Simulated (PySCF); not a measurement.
# A single-point calculation

[BiCl3]2+ (singlet). PySCF 2.14.0, RKS PBE0, Bi def2-SVP with ECP60, Cl def2-SVP; non-relativistic Hamiltonian with scalar-relativistic core potentials where named; density fitting; no spin-orbit coupling. Purpose: singlet excitations, Tamm-Dancoff PBE0.

```python
mol = gto.M(atom='''
Bi    -0.00000    -0.00000    -0.35125
Cl     2.38675    -0.00003    -0.35214
Cl    -1.19335     2.06700    -0.35214
Cl    -1.19340    -2.06697    -0.35214''',
    basis={'Bi': 'def2-SVP', 'Cl': 'def2-SVP'},
    ecp={'Bi': 'def2-SVP'},
    charge=2, spin=0)
mf = dft.RKS(mol, xc='PBE0')
mf.grids.atom_grid = (50, 194)
mf = mf.density_fit()  # fitting sets: Bi def2-universal-JKFIT, Cl def2-universal-JKFIT
mf.conv_tol = 1e-08; mf.max_cycle = 55
mf.kernel(dm0)  # dm0: converged density of the relaxed state
td = mf.TDA(); td.nstates = 8; td.kernel()
```

Run from Python with OMP_NUM_THREADS=2; the lines above give its settings. Where DIIS fails, smearing, a level shift and second-order steps follow.
It took 12 s on 2 threads of Arm Neoverse V2, on a shared host, from an already converged density.

**Question.** Where do the frontier levels lie, over both spins?

**Answer.** HOMO -20.82 eV, LUMO -17.86 eV. 

**Question.** What are the Mulliken charges and spins?

**Answer.** 
| atom | charge (e) | spin (e) |
| --- | --- | --- |
| Bi1 | 1.370 | 0.000 |
| Cl2 | 0.210 | 0.000 |
| Cl3 | 0.210 | 0.000 |
| Cl4 | 0.210 | 0.000 |

**Question.** Which singlet excitations follow (Tamm-Dancoff, 8 states)?

**Answer.** 
```json
{"state": "1", "eV": "1.58", "oscillator strength": "0.0000"}
{"state": "2", "eV": "1.70", "oscillator strength": "0.0000"}
{"state": "3", "eV": "1.70", "oscillator strength": "0.0000"}
{"state": "4", "eV": "1.92", "oscillator strength": "0.0078"}
{"state": "5", "eV": "1.92", "oscillator strength": "0.0078"}
{"state": "6", "eV": "2.52", "oscillator strength": "0.0039"}
{"state": "7", "eV": "3.72", "oscillator strength": "0.0000"}
{"state": "8", "eV": "3.91", "oscillator strength": "0.0000"}
```
Functionals without range separation put charge-transfer states too low; the basis has no diffuse functions.

The geometry was relaxed with TPSS (Bi def2-SVP with ECP60, Cl def2-SVP).
